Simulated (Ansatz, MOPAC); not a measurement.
System: BeCl, net charge 1, singlet state. SMILES: [Be+][Cl]

Atoms: Be1, Cl2. Bonds: Be1-Cl2.

Bond lengths (Å) and angles (degrees) optimised at PM6 with MOPAC; PBE/6-31G* with Ansatz (a first-principles code); B3LYP/LANL2DZ with Ansatz, each started from the B3LYP-D3(BJ)/def2-TZVP structure (Ansatz) of the last column. A row stands for all coordinates that are equal there. 6-31G* holds six Cartesian d functions.

```csv
coordinate,PM6,PBE/6-31G*,B3LYP/LANL2DZ,B3LYP-D3(BJ)/def2-TZVP
Be1-Cl2,1.672,1.731,1.793,1.727
```

Mean signed difference of all 1 bond lengths from B3LYP-D3(BJ)/def2-TZVP: PM6 -0.056 Å, PBE/6-31G* 0.004 Å, B3LYP/LANL2DZ 0.065 Å.
